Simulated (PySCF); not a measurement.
An unknown is described by computed data only.

Elements present: C, H, N, O and Si. Monoisotopic mass: 127.0453 u.

* NMR, other nuclei: isotropic shieldings of nuclei other than C and H, by class: 91 (1 N), -112 (1 O), 382 (1 Si) ppm [GIAO PBE0/pcSseg-1]
* Rotational structure: rotational constants A, B, C: 4.415, 1.008, 0.838 GHz [GFN2-xTB]
* UV, first state: lowest singlet excitation: 5.36 eV (231 nm, f = 0.002) [TDDFT CAM-B3LYP/def2-SVPD]
* Dipole: 2.74 D [CAM-B3LYP/def2-SVPD]
* Polarisability: 96.4 au [CAM-B3LYP/def2-SVPD]
* 13C NMR: chemical shifts (computed TMS as zero) by class: 165.5 (1 C), 158.6 (1 C), 100.4 (1 C), 36.9 (1 C), 5.6 (1 C) ppm [GIAO PBE0/pcSseg-1]

The electronic properties come from PySCF, for the isolated species, density fitting. Levels stand in brackets. The structure is a single GFN2-xTB conformer in the gas phase; no vibrational or solvent corrections. Each NMR value is the plain mean over a class of atoms that symmetry, rotation or inversion makes alike.

Task: Which formula fits the mass and the elements?

Result: C5H9NOSi (calculated 127.0453). No other formula that holds each of these elements comes within 0.0003 u with a fitting electron parity and a possible valence count.

Task: Propose a structure and show how it fits.

Result: Numbering: `[O:1]=[CH:2][NH:3][C:4]1=[CH:5][SiH2:6][CH2:7][CH2:8]1`. Its formula, C5H9NOSi, gives 3 degrees of unsaturation: 1 ring and 2 π bonds in the structure found. 5 carbons fall into 5 classes; from least to most shielded: vinylic carbon bearing nitrogen [C4] (165.5 ppm), amide carbonyl carbon [C2] (158.6 ppm), alkene CH carbon [C5] (100.4 ppm), allylic carbon [C8] (36.9 ppm), ring sp3 carbon bound to silicon [C7] (5.6 ppm). The other shieldings belong to: 91 ppm, amide nitrogen [N3]; -112 ppm, amide oxygen [O1]; 382 ppm, SiH2 silicon [Si6]. The optimised geometry has point group C1 and is an asymmetric top. Structure: `C1CC(=C[SiH2]1)NC=O`. Computed isomers that give other values at the same levels: `N#CC/C=C\CO[SiH3]` (lowest singlet excitation: 6.99 eV (177 nm, f = 0.359)); `C[C@@H]1C[C@H](C#N)O[SiH2]1` (13C chemical shifts (computed TMS as zero) by class: 124.5 (1 C), 67.9 (1 C), 45.2 (1 C), 24.4 (1 C), 16.3 (1 C) ppm); `[H]/N=C(\CO)CC#C[SiH3]` (13C chemical shifts (computed TMS as zero) by class: 180.4 (1 C), 115.2 (1 C), 82.3 (1 C), 67.7 (1 C), 31.8 (1 C) ppm). The assignments are read from this structure; whether some other isomer fits the data as well wasn't checked.
